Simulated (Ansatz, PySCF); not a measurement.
Reaction R1 + R2 → 2 P1, each structure at its B3LYP-D3(BJ)/def2-TZVP stationary point, reached from a drawn start (curvature not checked).
R1: H2 (SMILES [H][H]), charge 0, multiplicity 1.
P1: SiH4 (SMILES [SiH4]), charge 0, multiplicity 1.
R2: Si2H6 (SMILES [SiH3][SiH3]), charge 0, multiplicity 1.

P less R. No zero-point or thermal terms.

Codes used: Ansatz (an electronic-structure program); PySCF for the D3/D4 terms. Each number belongs to the level named beside it.

Problem. One of these levels gives -0.323 eV for the reaction energy. Which?
A) CAM-B3LYP/def2-TZVPP
B) wB97M-V/def2-TZVPP
C) BHLYP-D4/def2-TZVPP
D) HF/cc-pV(Q+d)Z

Solution. A, CAM-B3LYP/def2-TZVPP. The others give -0.504 (HF/cc-pV(Q+d)Z), -0.281 (BHLYP-D4/def2-TZVPP), -0.249 (wB97M-V/def2-TZVPP)
